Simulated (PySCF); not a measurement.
Isomers of C8H9NO. Theory: PBE0-D3(BJ)/def2-SVP geometry optimisation, gas phase in PySCF 2.14.0. Energies are electronic, without zero-point or thermal terms, for one conformer each. No frequencies were run at this level. Point groups hold within 0.08 Å.

Task: Order them by energy at this level, lowest first, and give relative energies in kcal/mol.
A. `[CH3:1][C:2](=[O:3])[c:4]1[cH:5][cH:6][cH:7][c:8]([NH2:9])[cH:10]1` with C1–C2–C4–C5 1° (3'-aminoacetophenone)
B. `[CH2:1]=[N:2][c:3]1[cH:4][cH:5][cH:6][c:7]([O:8][CH3:9])[cH:10]1` with C1–N2–C3–C4 -44°, C6–C7–O8–C9 -179°
C. `[CH:1]#[C:2][C:3](=[CH2:4])[C:5](=[CH2:6])[CH2:7][C:8]([NH2:9])=[O:10]` with C2–C3–C5–C6 142°, C3–C5–C7–C8 -71°, C5–C7–C8–N9 82°, C7–C8–N9–H -3° and -175°

Result: A (0.0), B (33.5), C (71.4).

As drawn, the lowest has an aromatic ring, which the highest lacks; the highest has a C≡C bond, a C(=O)–N unit and a C=C bond outside aromatic rings, which the lowest lacks.

```tsv
SMILES	E (Eh)	E rel (kcal/mol)	dipole (D)	point group	A, B, C (MHz)
CC(=O)c1cccc(N)c1	-439.44642	0.0	3.03	near Cs	2609, 946.1, 697.7
C=Nc1cccc(OC)c1	-439.39298	33.5	1.06	C1	2459, 947.4, 696.8
C#CC(=C)C(=C)CC(N)=O	-439.33265	71.4	3.61	C1	1706, 1117, 844.8
```
